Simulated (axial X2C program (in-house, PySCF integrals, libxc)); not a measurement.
WBr⁻: cheaper levels and CCSD(T), with spin–orbit coupling

Calculated with an in-house relativistic program for diatomic molecules. Two-component (2c) means X2C with spin–orbit coupling and atomic mean-field two-electron Coulomb and Gaunt terms. Basis: W dyall-acv3z [14s15p10d7f4g], Br dyall-acv3z [9s10p7d5f1g] (cores contracted in-house); Gaussian nuclei, density fitting, unrestricted open shells. Masses: W 183.951 u, Br 78.918 u.

State: Ω = 2 (⟨Sz⟩ = 2.00, ⟨Lz⟩ = 0.00 at HF); fragments W + Br-.

| level | Re (Å) | ωe (cm⁻¹) |
| --- | --- | --- |
| PBE0 | 2.505 | 198.3 |
| HF | 2.620 | 176.0 |
| CCSD | 2.566 | 187.9 |
| TPSS | 2.504 | 193.9 |

Correlated methods: 14 electrons correlated (number of frozen shells: W 5 s, 4 p, 2 d, 1 f; Br 3 s, 2 p, 1 d), 378 virtual spin orbitals or spinors in MP2, 90 natural virtuals in coupled cluster.

CCSD(T), same Hamiltonian and basis:

Re = 2.562 Å, ωe = 187.7 cm⁻¹; T1 = 0.036 (Lee–Taylor normalisation).

Question: Give the differences from CCSD(T) in the columns below.

Answer: 

```tsv
level	ΔRe (Å)	Δωe (cm⁻¹)
PBE0	-0.057	10.6
HF	0.058	-11.7
CCSD	0.004	0.2
TPSS	-0.058	6.2
```

Occupations by symmetry block were frozen at the best pattern of an incomplete PBE0 search. De is not given where an atomic determinant may have missed its ground term or J level, or where the truncated virtual space spoils (T). Density functionals use the spin component along the axis (collinear). CCSD and (T) use frozen natural virtuals with an MP2 correction for the truncation; (T) itself is uncorrected, so its De runs slightly low. Other states lie close and PBE0, whose exact exchange favours high spin, may order them wrongly; the determinant shown need not be the ground state. The nearest other 2c determinant of the search, Ω = 3, lies 0.03 eV up at the distance of the search. Without a current term, density functionals place determinants with orbital angular momentum somewhat too high. With several unpaired electrons one determinant need not be a pure state. Open-shell Ω = 0 determinants with evenly filled partner blocks cannot be reached by this program, so the Ω shown need not be the lowest component. The highest occupied level of some functionals is positive through self-interaction error; at Hartree–Fock it is bound. The determinant is spin-polarised beyond a pure state at some levels (its spin-free form has ⟨S²⟩ too high), which makes Re and μ there less reliable. With the outer-core shells frozen, correlated bond lengths of heavy atoms tend to come out a few hundredths of an ångström too long.
